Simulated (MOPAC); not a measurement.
Input for MOPAC: PM6 on LiF-, 2S+1 = 2, a spin state set in the input, which need not be the lowest, a point of a bond scan (R = 1.785 Å). Charge -1.

```
PM6 1SCF PRECISE CHARGE=-1 UHF MS=0.5 THREADS=1
FLi

Li     0.00000000 1     0.00000000 1     0.00000000 1
F      0.00000000 1     0.00000000 1     1.78539900 1
```

The log:

```
*******************************************************************************
 **                                                                           **
 **                              MOPAC v23.2.5                                **
 **                                                                           **
 *******************************************************************************
 ** MOPAC's Digital Object Identifier: https://doi.org/10.5281/zenodo.6511958 **
 **                                                                           **
 ** Please cite the open-source release paper for use of this MOPAC version:  **
 ** J. E. Moussa and J. J. P. Stewart (2026)                                  **
 ** MOPAC: An open-source semiempirical molecular orbital program             **
 ** J. Open Source Softw., 11(119), 8025, https://doi.org/10.21105/joss.08025 **
 *******************************************************************************

                              PM6 CALCULATION RESULTS

 *******************************************************************************
 *  PM6        - The PM6 Hamiltonian to be used
 *  UHF        - UNRESTRICTED HARTREE-FOCK CALCULATION
 *
 *
 *
 *                 CHARGE ON SYSTEM = -1
 *
 *
 *
 *  MS=        - IN MECI, MAGNETIC COMPONENT OF SPIN =  0.5
 *  PRECISE    - TIGHTER CRITERIA TO BE USED
 *  1SCF       - DO 1 SCF AND THEN STOP
 *  THREADS=1  - MULTI-THREADING NOT USED
 *  T=         - A TIME OF 172800.0 SECONDS REQUESTED
 *  DUMP=N     - RESTART FILE WRITTEN EVERY 7200.0 SECONDS REQUESTED
 *******************************************************************************
PM6 1SCF PRECISE CHARGE=-1 UHF MS=0.5 THREADS=1
 FLi

   ATOM   CHEMICAL          X               Y               Z
  NUMBER   SYMBOL      (ANGSTROMS)     (ANGSTROMS)     (ANGSTROMS)

     1      Li          0.00000000  *   0.00000000  *   0.00000000  *
     2       F          0.00000000  *   0.00000000  *   1.78539900  *



          CARTESIAN COORDINATES

    NO.       ATOM           X           Y           Z

     1        Li          0.0000      0.0000      0.0000
     2         F          0.0000      0.0000      1.7854

 General Reference for PM6:
 "Optimization of Parameters for Semiempirical Methods V: Modification of NDDO Approximations
 and Application to 70 Elements", J. J. P. Stewart, J. Mol. Mod., 13, 1173-1213 (2007)
 URL: https://link.springer.com/article/10.1007/s00894-007-0233-4

           Empirical Formula: Li F  =     2 atoms



      MOLECULAR POINT GROUP   :   C*v


          UHF CALCULATION, NO. OF ALPHA ELECTRONS =    5
                           NO. OF BETA  ELECTRONS =    4

 -------------------------------------------------------------------------------
 PM6 1SCF PRECISE CHARGE=-1 UHF MS=0.5 THREADS=1
 FLi



     1SCF WAS SPECIFIED, SO BFGS WAS NOT USED
     SCF FIELD WAS ACHIEVED


                              PM6 CALCULATION
                                                       MOPAC v23.2.5 Linux




          FINAL HEAT OF FORMATION =         23.40026 KCAL/MOL =      97.90668 KJ/MOL


          COSMO AREA              =         69.32 SQUARE ANGSTROMS
          COSMO VOLUME            =         51.54 CUBIC ANGSTROMS

          IONIZATION POTENTIAL    =         -3.966362 EV
          ALPHA SOMO LUMO (EV)    =          3.966 11.783
          BETA  SOMO LUMO (EV)    =         -3.786 13.029
          NO. OF ALPHA ELECTRONS  =          5
          NO. OF BETA  ELECTRONS  =          4
          MOLECULAR WEIGHT        =         25.9384         POINT GROUP:  C*v

          MOLECULAR DIMENSIONS (Angstroms)

            Atom       Atom       Distance
            F     2   Li     1     1.78540
            F     2   Li     1     0.00000
           Li     1    F     2     0.00000


          SCF CALCULATIONS        =          1





   ATOM   CHEMICAL          X               Y               Z
  NUMBER   SYMBOL      (ANGSTROMS)     (ANGSTROMS)     (ANGSTROMS)

     1      Li          0.00000000  *   0.00000000  *   0.00000000  *
     2       F          0.00000000  *   0.00000000  *   1.78539900  *

                             CARTESIAN COORDINATES

   1   Li        0.000000000     0.000000000     0.000000000
   2    F        0.000000000     0.000000000     1.785399000


           Empirical Formula: Li F  =     2 atoms



      MOLECULAR POINT GROUP   :   C*v


          ALPHA EIGENVALUES
 -25.10258  -3.85700  -3.79555  -3.79091   3.96636  11.78272  12.00396  20.65286


           BETA EIGENVALUES
 -25.10490  -3.84229  -3.79135  -3.78573  13.02915  13.24799  15.51316  22.28502


              NET ATOMIC CHARGES AND DIPOLE CONTRIBUTIONS

  ATOM NO.   TYPE          CHARGE      No. of ELECS.   s-Pop       p-Pop
    1         Li          -0.031396        1.0314     0.01939     1.01200
    2          F          -0.968604        7.9686     1.99321     5.97539
 DIPOLE           X         Y         Z       TOTAL
 POINT-CHG.     0.000     0.000    -2.025     2.025
 HYBRID        -0.000    -0.000    -0.035     0.035
 SUM           -0.000    -0.000    -2.060     2.060


          ATOMIC ORBITAL ELECTRON POPULATIONS

     Atom    s        px        py        pz
    1 Li   0.01939   1.00008   0.00029   0.01163
    2  F   1.99321   1.99992   1.99971   1.97577


                    (SZ)    =    0.500000
                    (S**2)  =    0.750162


          ATOMIC ORBITAL SPIN POPULATIONS

    Atom   Total    s     px     py     pz
         Atomic
    1 Li  1.0029  0.001  1.000  0.000  0.002
    2  F -0.0029 -0.000  0.000 -0.000 -0.003

 **********************
 *                    *
 * JOB ENDED NORMALLY *
 *                    *
 **********************




 == MOPAC DONE ==
```

The run finished.

Cost: very roughly 0.020 core-seconds.
